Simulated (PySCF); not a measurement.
# Towards the basis-set limit for SeO

State: ³Σ⁻, triplet, unpaired electrons π ↑↑. De refers to Se + O. ROHF-based CCSD(T) in PySCF 2.14 with Se cc-pVTZ-PP with ECP10, O cc-pVTZ and Se cc-pVQZ-PP with ECP10, O cc-pVQZ (frozen core orbitals: 10; scalar-relativistic core potentials). Correlation energies are extrapolated as n⁻³ (n = 3, 4), Hartree–Fock as (n+1)·exp(−9√n). CV is the change on freezing 4 orbitals instead, in Se cc-pwCVTZ-PP with ECP10, O cc-pwCVTZ.

```tsv
Level	Re (Å)	ωe (cm⁻¹)	ωexe (cm⁻¹)	αe (cm⁻¹)	De (eV)
CCSD(T)/TZ	1.6488	920.5	4.91	0.00315	4.231
CCSD(T)/QZ	1.6439	924.0	4.81	0.00314	4.434
HF/CBS	1.5806	1113	n/a	0.00257	1.253
MP2/CBS	1.6526	971	n/a	n/a	5.224
CCSD/CBS	1.6256	979.6	4.21	0.00293	4.125
CCSD(T)/CBS	1.6420	929.3	4.53	0.00307	4.536
CCSD(T)/CBS+CV	1.6369	932.7	n/a	0.00305	4.541
```

Problem. How much is left between CCSD(T)/QZ and the basis-set limit, and how much do the triples give at the limit?

Solution. CCSD(T)/CBS less CCSD(T)/QZ: -1.9 mÅ in Re, +5.3 cm⁻¹ in ωe and +0.102 eV in De. CCSD(T)/CBS less CCSD/CBS: +16.4 mÅ in Re, -50.3 cm⁻¹ in ωe and +0.411 eV in De.

Problem. What do the later terms add?

Solution. CV: -5.1 mÅ in Re, +3.4 cm⁻¹ in ωe and +0.005 eV in De, each against the row above.

The T1 diagnostic is 0.033. The state was picked by a PBE0 search and need not be the measured ground state. Spin–orbit coupling, excitations beyond (T) and corrections to the Born–Oppenheimer picture are left out.

The whole job (state search and all basis sets along the bond) took about 48 min on 4 threads of Arm Neoverse V1 (shared host), peak memory 11 GiB.
